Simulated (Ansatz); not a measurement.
# Molecular dynamics of CH₆Sn

Input file:

```yaml
crystal:
  periodic: [false, false, false]
  atoms:
    - { symbol: Sn, position_ang: [-0.374034, -0.05643, 0.461699] }
    - { symbol: H, position_ang: [0.806886, -0.205639, 1.710678] }
    - { symbol: C, position_ang: [2.155509, 0.00661, 0.483025] }
    - { symbol: H, position_ang: [2.571136, -0.976261, 0.764854] }
    - { symbol: H, position_ang: [2.306441, 0.220042, -0.589591] }
    - { symbol: H, position_ang: [2.548517, 0.822851, 1.113862] }
    - { symbol: H, position_ang: [-0.332238, 1.491034, -0.32359] }
    - { symbol: H, position_ang: [-0.246218, -1.30221, -0.740037] }
basis:
  gaussian: { orbitals: def2-SVP }
hamiltonian:
  xc: pbe
md:
  timestep: 0.5
  n_steps: 200
  ensemble: nve
  temperature: 300.0
  initial_velocities: maxwell_boltzmann
  seed: 4994
```

Command:

```bash
$ ansatz run input.yaml --threads 1 --pin off --max-ram 2048MiB --backend cpu --events-out ev --progress --plain --runs-dir out
```

It starts at the highest image of a converged band, a first-order saddle point between two minima.

Output, in part (one step line in 7, the closing report, with atoms numbered from 0):

```
md step     0: t =     0.00 fs  T =   300.0 K  F+E_penalty+E_count = -6960.51666713 eV  E_kin = 0.232668 eV  conserved = -6960.28399914 eV  (25 SCF iters)
md step     7: t =     3.50 fs  T =   119.8 K  F+E_penalty+E_count = -6960.37527325 eV  E_kin = 0.092896 eV  conserved = -6960.28237703 eV  (28 SCF iters)
md step    14: t =     7.00 fs  T =   152.5 K  F+E_penalty+E_count = -6960.40095406 eV  E_kin = 0.118278 eV  conserved = -6960.28267610 eV  (28 SCF iters)
md step    21: t =    10.50 fs  T =   417.1 K  F+E_penalty+E_count = -6960.60698943 eV  E_kin = 0.323516 eV  conserved = -6960.28347329 eV  (28 SCF iters)
md step    28: t =    14.00 fs  T =   921.7 K  F+E_penalty+E_count = -6960.99680731 eV  E_kin = 0.714832 eV  conserved = -6960.28197567 eV  (26 SCF iters)
md step    35: t =    17.50 fs  T =   782.6 K  F+E_penalty+E_count = -6960.88202623 eV  E_kin = 0.606960 eV  conserved = -6960.27506574 eV  (27 SCF iters)
md step    42: t =    21.00 fs  T =  1666.9 K  F+E_penalty+E_count = -6961.57855725 eV  E_kin = 1.292783 eV  conserved = -6960.28577392 eV  (27 SCF iters)
md step    49: t =    24.50 fs  T =   911.7 K  F+E_penalty+E_count = -6960.98859868 eV  E_kin = 0.707084 eV  conserved = -6960.28151495 eV  (28 SCF iters)
md step    56: t =    28.00 fs  T =  2067.0 K  F+E_penalty+E_count = -6961.88978518 eV  E_kin = 1.603103 eV  conserved = -6960.28668246 eV  (27 SCF iters)
md step    63: t =    31.50 fs  T =  1676.4 K  F+E_penalty+E_count = -6961.57972436 eV  E_kin = 1.300173 eV  conserved = -6960.27955184 eV  (26 SCF iters)
md step    70: t =    35.00 fs  T =  1487.9 K  F+E_penalty+E_count = -6961.43640790 eV  E_kin = 1.153963 eV  conserved = -6960.28244467 eV  (28 SCF iters)
md step    77: t =    38.50 fs  T =  1677.4 K  F+E_penalty+E_count = -6961.58391675 eV  E_kin = 1.300936 eV  conserved = -6960.28298058 eV  (28 SCF iters)
md step    84: t =    42.00 fs  T =  1631.5 K  F+E_penalty+E_count = -6961.54769161 eV  E_kin = 1.265337 eV  conserved = -6960.28235426 eV  (27 SCF iters)
md step    91: t =    45.50 fs  T =  1885.7 K  F+E_penalty+E_count = -6961.74871013 eV  E_kin = 1.462448 eV  conserved = -6960.28626221 eV  (27 SCF iters)
md step    98: t =    49.00 fs  T =  1416.2 K  F+E_penalty+E_count = -6961.37991051 eV  E_kin = 1.098357 eV  conserved = -6960.28155319 eV  (27 SCF iters)
md step   105: t =    52.50 fs  T =  2201.9 K  F+E_penalty+E_count = -6962.00029690 eV  E_kin = 1.707708 eV  conserved = -6960.29258887 eV  (26 SCF iters)
md step   112: t =    56.00 fs  T =  1856.0 K  F+E_penalty+E_count = -6961.72830145 eV  E_kin = 1.439411 eV  conserved = -6960.28888996 eV  (26 SCF iters)
md step   119: t =    59.50 fs  T =  1536.5 K  F+E_penalty+E_count = -6961.47463471 eV  E_kin = 1.191677 eV  conserved = -6960.28295796 eV  (26 SCF iters)
md step   126: t =    63.00 fs  T =  2092.6 K  F+E_penalty+E_count = -6961.91087617 eV  E_kin = 1.622953 eV  conserved = -6960.28792273 eV  (27 SCF iters)
md step   133: t =    66.50 fs  T =  1603.5 K  F+E_penalty+E_count = -6961.52783070 eV  E_kin = 1.243646 eV  conserved = -6960.28418493 eV  (25 SCF iters)
md step   140: t =    70.00 fs  T =  1778.6 K  F+E_penalty+E_count = -6961.66403992 eV  E_kin = 1.379392 eV  conserved = -6960.28464757 eV  (27 SCF iters)
md step   147: t =    73.50 fs  T =  1761.1 K  F+E_penalty+E_count = -6961.64905307 eV  E_kin = 1.365814 eV  conserved = -6960.28323891 eV  (27 SCF iters)
md step   154: t =    77.00 fs  T =  1615.0 K  F+E_penalty+E_count = -6961.53289533 eV  E_kin = 1.252535 eV  conserved = -6960.28036082 eV  (26 SCF iters)
md step   161: t =    80.50 fs  T =  1889.7 K  F+E_penalty+E_count = -6961.75212079 eV  E_kin = 1.465541 eV  conserved = -6960.28658028 eV  (26 SCF iters)
md step   168: t =    84.00 fs  T =  1420.1 K  F+E_penalty+E_count = -6961.38282721 eV  E_kin = 1.101342 eV  conserved = -6960.28148472 eV  (27 SCF iters)
md step   175: t =    87.50 fs  T =  1943.7 K  F+E_penalty+E_count = -6961.79543494 eV  E_kin = 1.507430 eV  conserved = -6960.28800470 eV  (24 SCF iters)
md step   182: t =    91.00 fs  T =  1923.8 K  F+E_penalty+E_count = -6961.77802129 eV  E_kin = 1.492027 eV  conserved = -6960.28599430 eV  (26 SCF iters)
md step   189: t =    94.50 fs  T =  1478.6 K  F+E_penalty+E_count = -6961.42955151 eV  E_kin = 1.146781 eV  conserved = -6960.28277031 eV  (28 SCF iters)
md step   196: t =    98.00 fs  T =  1944.5 K  F+E_penalty+E_count = -6961.79644875 eV  E_kin = 1.508085 eV  conserved = -6960.28836402 eV  (27 SCF iters)
md step   200: t =   100.00 fs  T =  1810.6 K  F+E_penalty+E_count = -6961.68763521 eV  E_kin = 1.404191 eV  conserved = -6960.28344373 eV  (27 SCF iters)
Total energy: -6961.68767603 eV, -255.8373032926 hartree
Atom 0 at    -0.640872    -0.069320     0.418087 Å, force    -0.207997    -0.014835     1.335747 eV/Å
Atom 1 at     5.045161     0.179204     0.522504 Å, force     5.175037     0.550020    -1.698835 eV/Å
Atom 2 at     4.132952     0.058557     0.882908 Å, force    -4.661118     0.524567     0.067521 eV/Å
Atom 3 at     3.854013    -0.975003     0.809152 Å, force    -0.521119    -1.043992    -0.340711 eV/Å
Atom 4 at     4.071706     0.333009     1.907277 Å, force    -0.022459     0.599904     1.484036 eV/Å
Atom 5 at     3.495090     0.747203     0.254750 Å, force     0.001694    -0.630295     0.485607 eV/Å
Atom 6 at    -0.584581     1.622039    -0.142359 Å, force     0.080721     0.046507    -0.450896 eV/Å
Atom 7 at    -0.364507    -0.957608    -1.043871 Å, force     0.155241    -0.031875    -0.882469 eV/Å
Dipole moment:     0.036787    -0.032672     0.023279 e Å
```

All steps were run. The conserved energy stayed within 1.5 meV per atom of its start (net change 0.069 meV per atom), so the integration is sound. The kinetic energy rose, since the run started high on the potential surface and went downhill. It ends in pieces (CH4 + H2Sn), so much of that is their flight and rotation, not heat. A run of 0.1 ps of so small a system gives no equilibrium averages. The orbitals stay closed-shell, which can raise the energy where a bond breaks towards radicals; this wasn't checked here.

Between its relaxed ends the band would form H2–C3 and break Sn1–H2, Sn1–C3. These pairs go: H2–C3 1.84 → 0.99 Å, Sn1–H2 1.73 → 5.69 Å, Sn1–C3 2.53 → 4.80 Å. In the last frame they stand as after the step (other bonds may differ from the relaxed reactants and products). It ends as CH4 + H2Sn. Pairs count as bonded within 1.25 times the sum of covalent radii (0.12 Å more for H–H).

Last frame:

```xyz
8
Properties=species:S:1:pos:R:3
Sn -0.641 -0.069 0.418
H 5.045 0.179 0.522
C 4.133 0.059 0.883
H 3.854 -0.975 0.809
H 4.072 0.333 1.907
H 3.495 0.747 0.255
H -0.585 1.622 -0.142
H -0.364 -0.958 -1.044
```

The run took 4.2 min on 1 thread of Arm Neoverse V2, on a shared host, peak memory 0.11 GiB.
